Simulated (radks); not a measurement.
The bismuth ion Bi+ inside a hard spherical wall (all orbitals vanish at R), configuration held at [Hg] 6p2 and not refilled when levels cross. Method: scalar-relativistic Kohn-Sham, LDA (Slater exchange, VWN5 correlation), spin-unpolarised, spherical densities, finite nucleus; Fermi nuclear charge, rms radius 5.5211 fm; computed with a radial shooting solver on a logarithmic mesh with Libxc functionals. Eigenvalues in eV, with the zero of energy where the potential of the charges vanishes at infinity; a dash marks a level that is unbound or too diffuse for the functional's potential to be trusted. A positive occupied level is held by the wall or, in an anion where self-interaction has pushed it up, behind a barrier. The pressure on the wall is -dE/dV.

R (bohr)  E (hartree)  kinetic (hartree)    e(5p)    e(5d)    e(6s)    e(6p)  e(7s, empty)  e(6d, empty)  pressure (GPa)
free      -21512.5703          24375.091  -104.17  -35.356  -22.437  -11.716        -4.851        -3.273               0
20        -21512.5703          24375.091  -104.17  -35.356  -22.437  -11.716        -4.851        -3.273        < 0.0001
15        -21512.5703          24375.091  -104.17  -35.356  -22.437  -11.716        -4.849        -3.268        < 0.0001
12        -21512.5703          24375.091  -104.17  -35.356  -22.437  -11.715        -4.821        -3.231        < 0.0001
8         -21512.5696          24375.100  -104.13  -35.312  -22.400  -11.675        -3.994        -2.616          0.0444
6         -21512.5539          24375.223  -103.67  -34.863  -22.029  -11.185        -0.385        -0.452            1.60
5         -21512.4966          24375.586  -102.67  -33.914  -21.202   -9.945         5.817         2.999            10.4
4         -21512.2222          24377.054  -99.886  -31.301  -18.502   -5.731        22.428        12.012            81.9
3.5       -21511.7727          24379.235  -96.810  -28.445  -14.931   -0.325        40.677        21.930             261
3         -21510.6172          24384.481  -91.068  -23.043   -7.020   11.087        74.699        40.632             953
2.5       -21507.2803          24398.627  -79.540  -11.568   12.617   37.793        143.94        79.313            4200
